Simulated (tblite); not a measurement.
Species: C4H4ClNO2.
Structure used (GFN2-xTB), in Å, numbered top down from 1:
```xyz
12
C4H4ClNO2 angstrom
O     -2.2331   -0.1960    0.7455
C     -1.5515    0.1781   -0.4244
C     -0.0672    0.0206   -0.2987
C      0.8420    0.5378    0.5796
C      2.0653   -0.0397    0.1522
Cl     3.5938    0.2042    0.8286
N      1.8838   -0.8222   -0.8809
O      0.5652   -0.7926   -1.1613
H     -2.0919   -1.1347    0.9150
H     -1.7959    1.2328   -0.5791
H     -1.8886   -0.4001   -1.2950
H      0.6793    1.2110    1.3923
```

Computed values, GFN2-xTB/tblite, gas phase, harmonic and unscaled. Against measured fundamentals such values can be off by several per cent, at times by over 20. One conformer, not necessarily the lowest. The optimisation stopped once no atom felt more than 0.01 eV/Å.

Lowest wavenumbers of the output (negative numbers stand for imaginary wavenumbers):
```
mode    cm-1
  1     -29.6
  2     108.2
  3     188.3
  4     260.2
  5     325.6
  6     380.1
  7     406.3
  8     474.9
  9     635.2
 10     641.8
```

Q: Is this structure a minimum?

A: Not by this Hessian. 1 mode is imaginary beyond 20i (30i cm⁻¹), so at this level the point lies at or near a first-order saddle. The curvature is small, so loose convergence or finite differences may be the whole cause.

Q: Which atoms move in the imaginary mode?

A: 30i: O1 (alcohol oxygen) 31 %, C2 (carbinol carbon (C–OH)) 11 %. These are shares of the mass-weighted motion.

Q: What is the remedy?

A: Step along that mode in both directions, optimise again with tighter thresholds and repeat the frequencies. The zero-point energy of this point (49.3 kcal/mol) counts the 29 real modes alone, and thermal corrections from it aren't those of a minimum.
